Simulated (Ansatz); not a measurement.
Relaxation of the cluster YF3 with UKS PBE-D4/def2-TZVP.

```sh
$ ansatz run in.yaml --threads 4 --pin off --events-out ev --progress --plain --max-ram 3916MiB
```

```yaml
crystal:
  periodic: [false, false, false]
  atoms:
    - {symbol: Y, position_ang: [-0.019418, 0.055025, 0.145521]}
    - {symbol: F, position_ang: [1.310613, 1.445787, -0.426756]}
    - {symbol: F, position_ang: [0.646094, -1.757987, 0.693963]}
    - {symbol: F, position_ang: [-1.937280, 0.257174, -0.412727]}
basis:
  gaussian: {orbitals: def2-TZVP}
magnetization: {spin_polarized: true, initial_magnetization: 4}
hamiltonian: {xc: pbe, dispersion: d4}
scf: {lower_state_search: "off"}
output: {orbitals: {seedname: orbitals}}
relax: {f_tol: 0.02, max_steps: 100}
```

It took 98 s on 4 threads of Intel Xeon on a shared host.

Positions (Å) and forces (eV/Å) at steps 1, 2, 3, 4, 5, 6, 7, 8, 9, 10, 11, 12, 13, 14, 16, 17, 19 of 19:

```xyz
4
step=1 energy=-9182.0781 eV
Y    -0.019    0.055    0.146   -0.528    1.632   -0.156
F     1.311    1.446   -0.427    1.654    1.481   -0.449
F     0.646   -1.758    0.694    1.148   -3.168    1.049
F    -1.937    0.257   -0.413   -2.275    0.054   -0.444
4
step=2 energy=-9183.1507 eV
Y    -0.032    0.098    0.057   -0.423    1.197   -0.251
F     1.466    1.534   -0.413    0.919    0.705   -0.204
F     0.676   -1.852    0.751    0.660   -1.836    0.646
F    -2.110    0.220   -0.395   -1.156   -0.066   -0.191
4
step=3 energy=-9183.6639 eV
Y    -0.078    0.230    0.005   -0.147    0.245   -0.171
F     1.643    1.616   -0.418    0.188    0.032    0.041
F     0.727   -2.008    0.809    0.092   -0.200    0.088
F    -2.292    0.162   -0.396   -0.133   -0.077    0.042
4
step=4 energy=-9183.7264 eV
Y    -0.134    0.320   -0.158   -0.101    0.220   -0.071
F     1.798    1.570   -0.332   -0.140   -0.186    0.040
F     0.744   -1.953    0.815    0.031   -0.005    0.005
F    -2.408    0.063   -0.325    0.210   -0.029    0.027
4
step=5 energy=-9183.7697 eV
Y    -0.219    0.439   -0.211   -0.035    0.148   -0.049
F     1.883    1.411   -0.264   -0.175   -0.209    0.048
F     0.795   -1.826    0.776    0.012    0.088   -0.030
F    -2.459   -0.024   -0.301    0.198   -0.028    0.030
4
step=6 energy=-9183.8404 eV
Y    -0.291    0.554   -0.261    0.077    0.053    0.002
F     1.925    1.235   -0.193   -0.210   -0.230    0.050
F     0.833   -1.683    0.726    0.015    0.194   -0.068
F    -2.466   -0.105   -0.271    0.118   -0.017    0.016
4
step=7 energy=-9183.9339 eV
Y    -0.347    0.628   -0.280    0.176   -0.005    0.031
F     1.917    1.050   -0.131   -0.214   -0.317    0.083
F     0.895   -1.533    0.672    0.062    0.355   -0.120
F    -2.465   -0.145   -0.261   -0.025   -0.034    0.006
4
step=8 energy=-9184.1563 eV
Y    -0.389    0.670   -0.284    0.183   -0.095    0.055
F     1.898    0.865   -0.072   -0.361   -0.715    0.214
F     0.978   -1.372    0.618    0.252    0.812   -0.261
F    -2.487   -0.164   -0.262   -0.074   -0.001   -0.008
4
step=9 energy=-9184.5098 eV
Y    -0.414    0.678   -0.280   -0.042   -0.121    0.033
F     1.864    0.690   -0.014   -0.260   -0.762    0.241
F     1.065   -1.203    0.560    0.314    0.840   -0.260
F    -2.514   -0.165   -0.267   -0.012    0.043   -0.014
4
step=10 energy=-9184.6655 eV
Y    -0.449    0.593   -0.240   -0.263   -0.138    0.008
F     1.850    0.584    0.020    0.210    0.274   -0.069
F     1.203   -1.075    0.525   -0.068   -0.235    0.075
F    -2.604   -0.102   -0.304    0.121    0.099   -0.014
4
step=11 energy=-9184.6962 eV
Y    -0.471    0.463   -0.206   -0.136   -0.103    0.014
F     1.861    0.631    0.009    0.040    0.023   -0.002
F     1.279   -1.080    0.536    0.034    0.011    0.001
F    -2.669   -0.014   -0.339    0.062    0.068   -0.013
4
step=12 energy=-9184.7207 eV
Y    -0.507    0.274   -0.154   -0.068   -0.064    0.012
F     1.858    0.674   -0.001   -0.082    0.015   -0.015
F     1.399   -1.064    0.543   -0.004    0.005   -0.002
F    -2.750    0.117   -0.389    0.154    0.043    0.005
4
step=13 energy=-9184.7185 eV rejected
Y    -0.541    0.098   -0.096    0.259   -0.047    0.031
F     1.759    0.715   -0.027    0.133   -0.057    0.042
F     1.456   -1.049    0.544    0.131    0.052    0.003
F    -2.674    0.236   -0.420   -0.522    0.053   -0.075
4
step=14 energy=-9184.7317 eV
Y    -0.522    0.186   -0.133   -0.013   -0.051    0.017
F     1.824    0.694   -0.008   -0.018    0.009   -0.006
F     1.439   -1.057    0.545    0.007    0.012   -0.004
F    -2.740    0.178   -0.404    0.024    0.029   -0.008
4
step=16 energy=-9184.7364 eV rejected
Y    -0.547   -0.042   -0.141    0.001    0.080   -0.010
F     1.761    0.741   -0.007   -0.072   -0.012   -0.013
F     1.526   -1.025    0.561   -0.007   -0.033    0.010
F    -2.740    0.326   -0.412    0.078   -0.035    0.013
4
step=17 energy=-9184.7403 eV
Y    -0.539    0.038   -0.101   -0.029    0.008   -0.017
F     1.766    0.720   -0.019    0.015    0.048   -0.012
F     1.507   -1.038    0.549    0.006   -0.054    0.022
F    -2.734    0.279   -0.429    0.009   -0.002    0.007
4
step=19 energy=-9184.7408 eV
Y    -0.536    0.038   -0.129   -0.002   -0.001   -0.001
F     1.768    0.723   -0.012    0.000   -0.003    0.001
F     1.505   -1.040    0.557   -0.002    0.004   -0.002
F    -2.736    0.279   -0.415    0.004   -0.001    0.001
```

In the def2 sets Y takes a core potential; there is no spin–orbit coupling. The gap within one spin of the charge 0 quintet nearly closes, so an electron or hole may be smeared out by delocalisation error. In the quintet, F2 and F3 lie 1.87 Å apart (atoms count from 1), so these atoms are partly bonded to each other. At PBE-D4/def2-TZVP a singlet of charge 0 lies 12.17 eV below the quintet, each at its own geometry. The structure comes from a short search, and lower isomers may exist.
